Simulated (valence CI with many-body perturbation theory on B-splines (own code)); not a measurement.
Values are calculated unless marked as measured or tabulated.
# Pb LXIX in three bases

Method: relativistic CI+MBPT: four valence electrons over a frozen Dirac-Fock core [Ne], a basis of 9 s, 9 p, 8 d, 6 f, 3 g, 1 h functions for each j, with the one-electron correlation potential Σ1, the two-electron term Σ2, the three-electron term Σ3, Breit, model QED; selected CI, second order for the rest, scaled by the run's own slope (own B-spline code, finite nucleus).

No measured spectrum was set against this ion. As an estimate, large intervals hold to a few tenths of a per cent, small ones and those within an open d or f shell to about a per cent.

The reference run has the lowest level (3s^2 3p1/2^2) J=0 and an ionisation energy of 8520.32 eV. Its largest variational space holds 19998 state functions.

Levels are named by their leading jj configuration (3d3/2^4 stands for four electrons in 3d with j = 3/2), which in mixed levels can hold well under half, so a name can repeat and another be missing.

Changed runs:
A. basis 6 s, 6 p, 5 d, 3 f, 1 g
B. basis 5 s, 5 p, 4 d, 2 f

Excitation energies of the reference run in cm⁻¹, and shifts in cm⁻¹:

```
                 Level  Reference       A      B
(3s^2 3p1/2 3p3/2) J=1    4652530    -115   -352
(3s^2 3p1/2 3p3/2) J=2    4736080     +14    +78
(3s 3p1/2^2 3p3/2) J=2    6268700    -129   -379
(3s 3p1/2^2 3p3/2) J=1    6509620     -28    -40
(3s^2 3p1/2 3d3/2) J=2    6674420     +90   +263
(3s^2 3p1/2 3d3/2) J=1    7097780    +349  +1300
(3s^2 3p1/2 3d5/2) J=2    7913250    +141   +488
(3s^2 3p1/2 3d5/2) J=3    7928340    +269   +913
(3s 3p1/2^2 3d3/2) J=1    8331250     +21    +67
(3s 3p1/2^2 3d3/2) J=2    8400560    +122   +441
    (3s^2 3p3/2^2) J=2    9456030     -94   -234
(3s 3p1/2^2 3d5/2) J=3    9525890    +122   +338
Ionisation energy (eV)    8520.32  -0.033  -0.12
```
